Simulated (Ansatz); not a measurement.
Geometry optimisation, Ansatz, RKS PBE0-D4/def2-SVP.

input.yaml

```yaml
crystal:
  periodic: [false, false, false]
  atoms:
    - { symbol: Zr, position_ang: [0.0221, 0.51, 0.374] }
    - { symbol: Cl, position_ang: [-1.7439, -0.8505, -1.716] }
    - { symbol: O, position_ang: [0.7654, -0.9905, -0.2513] }
    - { symbol: H, position_ang: [-0.1815, -1.2907, -1.0442] }
    - { symbol: Cl, position_ang: [1.3976, 2.2873, 0.0137] }
    - { symbol: Cl, position_ang: [-0.2597, 0.3344, 2.6237] }
basis:
  gaussian: { orbitals: def2-SVP }
hamiltonian:
  xc: pbe0
  dispersion: d4
relax:
  f_tol: 0.15
  max_steps: 25
  restrain:
    - { distance: [3, 1], at: 1.33, k: 30.0 }
    - { distance: [0, 1], at: 4.07, k: 30.0 }
    - { distance: [3, 2], at: 2.27, k: 30.0 }
```

Command:

```bash
$ ansatz run input.yaml --threads 2 --pin off --max-ram 3072MiB --backend cpu --events-out ev --progress --plain --runs-dir out
```

Problem. Where does it end, and by what steps?

Solution. The forces met the threshold. The restraints hold the end off the free minimum. After 6 steps the energy has risen by 0.403 eV (the restraints' own energy left out); H4 moved furthest, 0.81 Å. Parted: Zr1–Cl2 (3.06 → 4.06 Å), Zr1–H4 (2.30 → 3.41 Å). Joined: Cl2–H4 (1.76 → 1.31 Å).

| step | energy less start (eV) | largest force component (eV/Å) | accepted |
| --- | --- | --- | --- |
| 0 | 0.0000 | 1.936 | yes |
| 1 | 0.9538 | 3.736 | yes |
| 2 | 1.0691 | 4.530 | yes |
| 3 | 0.7038 | 2.694 | yes |
| 4 | 0.4300 | 0.826 | yes |
| 5 | 0.4129 | 0.653 | yes |
| 6 | 0.4027 | 0.597 | yes |

```xyz
6
Properties=species:S:1:pos:R:3
Zr 0.318 0.706 0.709
Cl -1.871 -1.274 -2.082
O 0.782 -0.761 -0.086
H -0.690 -1.586 -1.600
Cl 1.663 2.545 0.066
Cl -0.202 0.368 2.993
```

Run time: 27 s on 2 threads of Arm Neoverse V2, with other jobs on the host, peak memory 0.25 GiB.
